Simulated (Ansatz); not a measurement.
WN(NH2)3 (WN4H6), relaxed as a singlet with RKS PBE0-D4/def2-SVP in Ansatz, starting from the GFN2-xTB geometry. Force threshold 0.02 eV/Å.

In the def2 sets W takes a core potential; there is no spin–orbit coupling. The relaxation made no stability test and no search for a lower SCF solution.

Start:

```xyz
11

W     0.1253    0.1668    0.1430
N     0.9864    1.3149    1.1414
N    -0.3471    1.2659   -1.4328
H    -0.1262    2.2525   -1.5902
H    -0.8673    0.9224   -2.2493
N    -1.3791   -0.3462    1.3205
H    -2.1133   -1.0180    1.0663
H    -1.5756   -0.0045    2.2648
N     1.4951   -1.2289   -0.1539
H     2.4566   -1.2426    0.1958
H     1.3452   -2.0825   -0.7056
```

```
step  energy (eV)  largest force component (eV/Å)  SCF passes
   1   -7874.3709                           5.021          19
   2   -7874.6429                           0.428          27
   3   -7874.6504                           0.110          23
   4   -7874.6513                           0.032          22
   5   -7874.6514                           0.019          23
```

Force components are those of the run's own axes.

End:

```xyz
11

W     0.152    0.203    0.175
N     0.972    1.293    1.125
N    -0.342    1.242   -1.410
H    -0.120    2.220   -1.566
H    -0.862    0.871   -2.201
N    -1.360   -0.341    1.296
H    -2.071   -1.011    1.015
H    -1.551   -0.001    2.233
N     1.470   -1.210   -0.155
H     2.422   -1.220    0.195
H     1.291   -2.044   -0.708
```

By distances, no bond broke or formed. The bond that changes most is W1–N2, from 1.75 to 1.66 Å (atoms count from 1).

No frequencies were taken in this run, so the end may be a saddle point.

Hardware: 4 threads of Arm Neoverse V2 on a shared host. Wall time 8 s.
